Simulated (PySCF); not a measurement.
# Excitation energy of Ne⁺ by level of theory

Ne⁺ [He] 2s2 2p5 (2P) → Ne⁺ [He] 2s1 2p6 (2S), as a difference of total energies. Computed with PySCF 2.14 in aug-cc-pVTZ-DK (5s4p3d2f, 46 functions), with scalar relativity by spin-free X2C-1e. Correlated levels: valence: 1s2 frozen. The calculations carry no spin-orbit coupling.

```tsv
method	excitation energy (cm⁻¹)	error (cm⁻¹)
UHF	239940	+23151
LDA	184880	-31904
PBE	191290	-25493
PBE0	203480	-13305
r2SCAN	208000	-8791
MN15	186540	-30252
B3LYP	199420	-17371
BP86	191520	-25266
PBEsol	189430	-27358
MP2 (valence)	223020	+6233
SCS-MP2 (valence)	221860	+5076
```

Reference: 216790 cm⁻¹ (measured; NIST levels, between the centres of gravity of the two terms).

Errors of the correlated levels include the incompleteness of this basis and the frozen core.
